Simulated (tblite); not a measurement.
Species: C3H12GeN2Si.
SMILES with atom numbers: `[H]/[N:5]=[CH:4]/[C@@H:3]([NH:2][CH3:1])[GeH2:6][SiH3:7]` (hydrogens: H8, H9, H10 on C1; H11 on N2; H12 on C3; H13 on C4; H14 on N5; H15, H16 on Ge6; H17, H18, H19 on Si7)

Computed with GFN2-xTB (tblite), gas phase: L-BFGS steps from a force-field or distance-geometry start until the largest atomic force falls under 0.01 eV/Å.

Geometry at step 14:
```
atom  x, y, z in Å
C1     -1.4091   -2.1077    0.4818
N2     -1.7276   -0.8728   -0.2062
C3     -0.7800    0.1926    0.0043
C4     -1.1580    1.4162   -0.7604
N5     -1.4194    2.4666   -0.1220
Ge6     1.1952   -0.2736   -0.4556
Si7     2.7775    0.9931    0.7092
H8     -0.9206   -1.8780    1.4304
H9     -0.7514   -2.7723   -0.0917
H10    -2.3428   -2.6375    0.6805
H11    -1.8431   -1.0611   -1.1973
H12    -0.7897    0.4497    1.0756
H13    -1.1647    1.3333   -1.8673
H14    -1.6732    3.2779   -0.6858
H15     1.3994   -1.7072   -0.0083
H16     1.2724   -0.5627   -1.9499
H17     2.4953    2.4082    0.5688
H18     2.6974    0.6319    2.1199
H19     4.1325    0.7125    0.2665
```

Problem. Give the atomic forces at this geometry.

Solution. 
| atom | Fx (eV/Å) | Fy (eV/Å) | Fz (eV/Å) |
| --- | --- | --- | --- |
| C1 | -0.100 | -0.049 | 0.029 |
| N2 | 0.102 | -0.008 | 0.007 |
| C3 | 0.177 | 0.002 | -0.149 |
| C4 | 0.099 | -0.184 | 0.176 |
| N5 | 0.027 | 0.103 | -0.146 |
| Ge6 | -0.240 | 0.040 | 0.088 |
| Si7 | -0.043 | -0.015 | -0.035 |
| H8 | -0.115 | -0.015 | -0.025 |
| H9 | 0.030 | 0.010 | 0.018 |
| H10 | 0.022 | -0.005 | 0.017 |
| H11 | -0.050 | 0.075 | -0.043 |
| H12 | -0.050 | -0.057 | -0.206 |
| H13 | -0.070 | -0.139 | 0.258 |
| H14 | 0.093 | -0.032 | 0.018 |
| H15 | -0.023 | -0.091 | 0.095 |
| H16 | 0.025 | 0.208 | -0.056 |
| H17 | -0.017 | 0.211 | -0.034 |
| H18 | -0.037 | -0.037 | 0.081 |
| H19 | 0.171 | -0.018 | -0.094 |

The largest, 0.30 eV/Å, acts on H13; the rms over all components is 0.102 eV/Å. The forces sum to zero within rounding, as they must for an isolated molecule in no field.

Problem. Give the force on H13 in Eh/bohr and in nN.

Solution. 0.301 eV/Å ÷ 51.422 = 0.00586 Eh/bohr, and 0.301 eV/Å × 1.602 = 0.48 nN.

Problem. How far is this geometry from the end of the optimisation?

Solution. 0.363 eV above it, and 0.690 Å rms away after alignment. The bonds farthest from their final lengths, with half the difference of the two atoms' forces along the bond (positive lengthens):

```
   bond  now (Å)  final (Å)  force along bond (eV/Å)
 C3–Ge6    2.081      2.038                    -0.23
Ge6–H15    1.516      1.536                    +0.08
 C4–H13    1.110      1.096                    -0.04
Si7–H19    1.453      1.465                    +0.11
Ge6–H16    1.524      1.514                    +0.06
  C3–C4    1.492      1.482                    -0.15
```

The angle farthest from its final value is Si7–Ge6–H16, 123.9° against 116.5°.

Of the 6 listed bonds off by 0.010 Å or more, this force points towards the final length in 5.

What follows is the cost of the whole relaxation. Time: 4.7 s wall, 3.9 s CPU. Hardware: AMD EPYC, one thread, no GPU, on a shared host.
